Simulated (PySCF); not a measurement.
## A run with a changed setting

The sound run of [Eu(H2O)3]2+ (singlet in the valence; each metal's 4f electrons, 7 of them, lie in its core potential, out of spins and levels) uses PySCF 2.14.0, RKS BP86, Eu lcecp-0-SVP with ECP53, O def2-SVP, H def2-SVP; non-relativistic Hamiltonian with scalar-relativistic core potentials where named; density fitting; no spin-orbit coupling, grid (50, 194), threshold 1e-8 and 55 cycles at the relaxed geometry. This run differs:

```python
mol = gto.M(atom='''
Eu    -0.00000    -0.00000     0.00000
O      2.49321     0.00002    -0.00000
H      3.10460     0.62504     0.45256
H      3.10461    -0.62500    -0.45256
O     -1.24662     2.15918    -0.00000
H     -2.09360     2.37614     0.45256
H     -1.01104     3.00117    -0.45256
O     -1.24659    -2.15919     0.00000
H     -1.01100    -3.00118     0.45256
H     -2.09357    -2.37617    -0.45256''',
    basis={'Eu': 'lcecp-0-SVP', 'O': 'def2-SVP', 'H': 'def2-SVP'},
    ecp={'Eu': 'lcecp-0-SVP'},
    charge=2, spin=0)
mf = dft.RKS(mol, xc='B88,P86')
mf.grids.atom_grid = (50, 194)  # f atoms: unpruned, at least (60, 302)
mf = mf.density_fit()  # fitting sets: Eu AutoAux, O def2-universal-JKFIT, H def2-universal-JKFIT
mf.conv_tol = 1e-08; mf.max_cycle = 69
mf.kernel(mf.get_init_guess(key='1e'))
mf.nuc_grad_method().kernel()
```

What was changed, and how did it end?

The start was changed to the bare core Hamiltonian. It converged in 13 cycles, 0.000 eV from the sound run, largest force component 0.01 eV/Å. The cycle limit differs too. No harm here: the result survives it.
```
init E= -236.474499476921
cycle= 1 E= -226.550394312649  delta_E= 9.92  |g|=  6.1  |ddm|=   15
cycle= 2 E= -225.446121730462  delta_E=  1.1  |g|= 8.03  |ddm|= 15.1
cycle= 3 E= -254.35687253618  delta_E= -28.9  |g|= 4.26  |ddm|= 8.92
cycle= 4 E= -256.537438827295  delta_E= -2.18  |g|= 2.77  |ddm|= 2.13
cycle= 5 E= -257.1142102828  delta_E= -0.577  |g|= 2.25  |ddm|= 0.928
...
cycle= 11 E= -258.093097565304  delta_E= -1.8e-05  |g|= 0.00135  |ddm|= 0.008
cycle= 12 E= -258.093097858868  delta_E= -2.94e-07  |g|= 0.0002  |ddm|= 0.00129
cycle= 13 E= -258.093097867123  delta_E= -8.26e-09  |g|= 2.19e-05  |ddm|= 0.00016
Extra cycle  E= -258.093097866976  delta_E= 1.47e-10  |g|= 3.64e-05  |ddm|= 3.9e-05
converged SCF energy = -258.093097866976
```

Run from Python with OMP_NUM_THREADS=2; the lines above give its settings.
It took 5.4 s on 2 threads of Arm Neoverse V2, on a shared host.

A frequency check found unstable modes (3, the lowest at -22 cm⁻¹), so the relaxed geometry is a saddle point, or these are noise. An lcecp potential fixes the number of 4f electrons, so in runs with it no electron can move into or out of that shell.
